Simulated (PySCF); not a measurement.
Here is a computed GFN2-xTB geometry (Å):
```
atom  x, y, z in Å
O1     3.2023    0.2881   -0.0970
Si2    2.1098   -0.8908   -0.3346
C3     0.3440   -0.2488   -0.1019
C4     0.0558    1.1135   -0.1069
C5    -1.2383    1.5812    0.0404
C6    -2.2867    0.6913    0.1956
C7    -1.9990   -0.6615    0.1988
F8    -3.0131   -1.5444    0.3525
C9    -0.7126   -1.1396    0.0536
H10    3.2644    0.7728    0.7219
H11    2.3686   -1.2482   -1.7220
H12    2.3139   -1.9919    0.6111
H13    0.8623    1.8214   -0.2340
H14   -1.4356    2.6432    0.0355
H15   -3.3051    1.0270    0.3120
H16   -0.5384   -2.2044    0.0635
```

Charge 0, singlet.

Which heavy atoms are bonded, and with what formal order?

O1–Si2 1.62 Å (single); Si2–C3 1.89 Å (single); C3–C4 1.39 Å (aromatic); C4–C5 1.38 Å (aromatic); C5–C6 1.38 Å (aromatic); C6–C7 1.38 Å (aromatic); C7–F8 1.35 Å (single); C7–C9 1.38 Å (aromatic); C3–C9 1.39 Å (aromatic). Bonds to hydrogen (Å): O1–H10 0.95; Si2–H11 1.46; Si2–H12 1.47; C4–H13 1.08; C5–H14 1.08; C6–H15 1.08; C9–H16 1.08.

Which species is it?

`O[SiH2]c1cccc(F)c1`, C6H7FOSi. Among its features: benzene ring, C–F bond, Si–H bond and C–Si bond.

Name the point group.

C1 (no symmetry element, even within 0.4 Å).

Which rings does it hold?

C3–C4–C5–C6–C7–C9 (6 members, 0.00 Å rms from planarity).

Describe the place of each heavy atom.

O1: silanol oxygen; Si2: oxygen-bound silicon; C3: substituted aromatic carbon; C4: aromatic CH carbon; C5: aromatic CH carbon; C6: aromatic CH carbon; C7: aromatic C–F carbon; F8: aryl fluorine; C9: aromatic CH carbon.

What is the arrangement about C4?

It has 3 neighbours (C3, C5, H13) and is planar (angles 121.6°, 119.3° and 119.1°, sum 360.0°, 0.00 Å off the plane of its three neighbours).

What is the arrangement about C3?

It has 3 neighbours (Si2, C4, C9) and is planar (angles 121.6°, 120.3° and 118.0°, sum 360.0°, 0.01 Å off the plane of its three neighbours).
